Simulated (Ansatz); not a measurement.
Consider the formal loss of a carbene: `[NH2][GaH][CH2][SiH3]` → `[CH2]` (triplet) + `[NH2][GaH][SiH3]`.

Isolated molecules relaxed with PBE0-D4/def2-TZVP in Ansatz; ΔE leaves out vibrations. CBS: MP2 limit from def2 TZ/QZ plus the TZ coupled-cluster correction, frozen cores. This one scheme is used for every species. Functionals use def2-TZVPP. Triplets are unrestricted, without spin–orbit coupling. For Ga outer-core shells are correlated without core-valence functions, which leaves a few kJ/mol of doubt a bond. Scalar relativity is left out up to krypton. One conformer a species, not always the lowest.

```tsv
species	RPA@PBE/def2-TZVPP energy (Eh)
`[NH2][GaH][CH2][SiH3]`	-2310.43798
`[CH2]` (triplet)	-39.17130
`[NH2][GaH][SiH3]`	-2271.09942
```

(1) Work out ΔE.

Largest T1 diagnostic among the species: 0.015.

## Answers

(1) ΔE = (-39.17130) + (-2271.09942) − (-2310.43798) = 0.16726 Eh = +4.55 eV. CCSD(T)/CBS gives +4.78 eV.

The D4 term adds +0.14 eV with B3LYP and +0.08 eV with PBE0; it sums over pairs of atoms, weighted by their polarisabilities, and B3LYP, whose exchange is more repulsive, gets the larger term. Leaving LDA and LC-ωPBE aside and taking each functional with its dispersion term where it has one, the values, not all of them listed here, spread over 0.37 eV, from r2SCAN0-D4 to ωB97X-V. LDA lies +0.78 eV from PBE without D4. From PBE to PBE0 (25 % exact exchange), in def2-TZVPP and without D4, ΔE moves by −0.03 eV.

B3LYP here is the variant with VWN-RPA as its local correlation; programs differ in this.
